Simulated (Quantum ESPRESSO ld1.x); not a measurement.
Values are calculated unless marked as measured or tabulated.
Q: The aim is the copper ion Cu3+ in [Ar] 3d8. This ld1.x (Quantum ESPRESSO 7.5) run was made with `OMP_NUM_THREADS=1 ld1.x < ld1.in > ld1.out`. Can the result be used? Name any fault.

```
 &input
    zed=29.0,
    iswitch=1,
    rel=1,
    dft='R2SCAN',
    config='[Ar] 3d8',
    prefix='ld1',
    max_out_wfc=37,
    file_charge='ld1.rho',
 /
```

Output (excerpt):

```
     Program LD1 v.7.5 starts

 %%%%%%%%%%%%%%%%%%%%%%%%%%%%%%%%%%%%%%%%%%%%%%%%%%%%%%%%%%%%%%%%%%%%%%%%%%%%%%
     Error in routine set_dft_from_name (2):
     libxc needed for this functional
 %%%%%%%%%%%%%%%%%%%%%%%%%%%%%%%%%%%%%%%%%%%%%%%%%%%%%%%%%%%%%%%%%%%%%%%%%%%%%%

     stopping ...
```

A: No (refused). The line at issue: dft='R2SCAN'. The program stops in set_dft_from_name with "libxc needed for this functional": this build has no Libxc. The sound input gives -1649.7057 hartree.
